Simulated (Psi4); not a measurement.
BCl3, charge -1, doublet, geometry from GFN2-xTB (a state made from the parent by changing its charge; the spin is typed, not shown lowest) (a gas-phase anion, which may not be bound at this level); Psi4 with MP2/aug-cc-pVDZ.

The Psi4 input:
```
memory 2 GB

molecule mol {
-1 2
  B     0.004096    0.013925    0.008706
  Cl    1.754614   -0.248747   -0.430880
  Cl   -0.681716   -0.749581    1.516441
  Cl   -1.074102    0.994232   -1.088122
}

set basis aug-cc-pvdz
set reference uhf

energy('mp2')
print_variables()
```

Output, abridged:

```
    SCF Algorithm Type (re)set to DF.

   => Loading Basis Set <=

    Name: AUG-CC-PVDZ
    Role: ORBITAL
    Keyword: BASIS

         ---------------------------------------------------------
                                   SCF
               by Justin Turney, Rob Parrish, Andy Simmonett
                          and Daniel G. A. Smith
                              UHF Reference
         ---------------------------------------------------------

  ==> Geometry <==

    Molecular point group: c1
    Full point group: C1

    Geometry (in Angstrom), charge = -1, multiplicity = 2:

       Center              X                  Y                   Z               Mass
    ------------   -----------------  -----------------  -----------------  -----------------
         B            0.004070191487     0.013838108040     0.008651721142    11.009305360000
         CL           1.754588191487    -0.248833891960    -0.430934278858    34.968852682000
         CL          -0.681741808513    -0.749667891960     1.516386721142    34.968852682000
         CL          -1.074127808513     0.994145108040    -1.088176278858    34.968852682000

  Running in c1 symmetry.

  Rotational constants: A =      0.09662  B =      0.09662  C =      0.04831 [cm^-1]
  Rotational constants: A =   2896.59477  B =   2896.59432  C =   1448.32584 [MHz]
  Nuclear repulsion =  219.224900848689714

  Charge       = -1
  Multiplicity = 2
  Electrons    = 57
  Nalpha       = 29
  Nbeta        = 28

  ==> Algorithm <==

  SCF Algorithm Type is DF.
  DIIS enabled.
  MOM disabled.
  Fractional occupation disabled.
  Guess Type is SAD.
  Energy threshold   = 1.00e-08
  Density threshold  = 1.00e-08
  Integral threshold = 1.00e-12

  ==> Primary Basis <==

  Basis Set: AUG-CC-PVDZ
    Blend: AUG-CC-PVDZ
    Number of shells: 42
    Number of basis functions: 104
    Number of Cartesian functions: 112
    Spherical Harmonics?: true
    Max angular momentum: 2

   => Loading Basis Set <=

    Name: (AUG-CC-PVDZ AUX)
    Role: JKFIT
    Keyword: DF_BASIS_SCF

  ==> Integral Setup <==

  SCF_SUBTYPE=INCORE selected. In-core MEM_DF algorithm will be used.
  Using in-core AOs.

  ==> MemDFJK: Density-Fitted J/K Matrices <==

    J tasked:                   Yes
    K tasked:                   Yes
    wK tasked:                   No
    Algorithm:                 Core
    Schwarz Cutoff:           1E-12
    Mask sparsity (%):       0.0000
    Fitting Condition:        1E-10

   => Auxiliary Basis Set <=
[...]
  @DF-UHF Final Energy: -1403.31152078556124
    Total Energy =                      -1403.3115207855612425
[...]
 Magnitude           :                                                    0.0186559

 ------------------------------------------------------------------------------------

  //>>>>>>>>>>>>>>>>>>>>>>>>>>>>>>>>>>>//
  //               DFMP2               //
  //<<<<<<<<<<<<<<<<<<<<<<<<<<<<<<<<<<<//

   => Loading Basis Set <=

    Name: (AUG-CC-PVDZ AUX)
    Role: RIFIT
    Keyword: DF_BASIS_MP2

	 --------------------------------------------------------
	                          DF-MP2
	      2nd-Order Density-Fitted Moller-Plesset Theory

	        Rob Parrish, Justin Turney, Andy Simmonett,
	           Ed Hohenstein, and C. David Sherrill
	 --------------------------------------------------------

	 --------------------------------------------------------
	                 NBF =   104, NAUX =   348
	 --------------------------------------------------------
	   CLASS    FOCC     OCC    AOCC    AVIR     VIR    FVIR
	   ALPHA       0      29      29      75      75       0
	    BETA       0      28      28      76      76       0
	 --------------------------------------------------------

	-----------------------------------------------------------
	 ==================> DF-MP2 Energies <====================
	-----------------------------------------------------------
	 Reference Energy          =   -1403.3115207855612425 [Eh]
	 Singles Energy            =      -0.0000000000000000 [Eh]
	 Same-Spin Energy          =      -0.1568627426275014 [Eh]
	 Opposite-Spin Energy      =      -0.3959687707816822 [Eh]
	 Correlation Energy        =      -0.5528315134091837 [Eh]
	 Total Energy              =   -1403.8643522989705161 [Eh]
	-----------------------------------------------------------
	 ================> DF-SCS-MP2 Energies <==================
	-----------------------------------------------------------
	 SCS Same-Spin Scale       =       0.3333333333333333 [-]
	 SCS Opposite-Spin Scale   =       1.2000000000000000 [-]
	 SCS Same-Spin Energy      =      -0.0522875808758338 [Eh]
	 SCS Opposite-Spin Energy  =      -0.4751625249380186 [Eh]
	 SCS Correlation Energy    =      -0.5274501058138524 [Eh]
	 SCS Total Energy          =   -1403.8389708913750837 [Eh]
	-----------------------------------------------------------

  Variable Map:
  ----------------------------------------------------------------------------
[...]
  Array Variable Map:
  ----------------------------------------------------------------------------
[...]
[...]
```
